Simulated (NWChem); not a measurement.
System: SnN2H4ClF; SMILES [F][Sn]([NH2])([NH2])[Cl]

```xyz
9

N     -0.8787    -1.2363    -1.4994
Sn     0.0241    -0.2357    -0.0085
N      1.9814    -0.6657     0.1166
F     -0.9793    -0.7669     1.5615
Cl    -0.1315     2.1016    -0.0749
H     -0.6213    -0.8900    -2.4223
H     -1.8941    -1.2053    -1.4187
H      2.1577    -1.6142     0.4442
H      2.4818    -0.0157     0.7205
```
Atoms are numbered in this order, from 1.

Results from NWChem. All runs use the structure optimised with PBE0/def2-SVP. Not confirmed as a minimum by frequencies. def2 effective core potentials on Sn; no spin-orbit coupling.

For level LDA (Slater exchange, PW92)/def2-SVP:

- highest occupied level (eV): -6.55
- orbital gap (eV): 3.99

Problem. How do the values read with level revPBE/def2-SVP instead?

Solution. 
* **highest occupied level (eV)**: -6.39
* **orbital gap (eV)**: 4.15
